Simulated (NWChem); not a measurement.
Species: C$_{4}$H$_{4}$; SMILES C#CC=C

All runs: NWChem. All runs use the structure optimised with PBE0/def2-SVP. B3LYP is NWChem's, with the RPA form of VWN correlation. Level: B3LYP/def2-SVP with SMD (1 M gas to 1 M solution), gas-phase geometry.

Task: Order these by “solvation free energy (kcal/mol)”, lowest first: water; 1,4-dioxane; toluene; dichloromethane; N,N-dimethylformamide.

Result: dichloromethane (-3.8), toluene (-2.6), N,N-dimethylformamide (-2.1), 1,4-dioxane (-0.5), water (0.6)
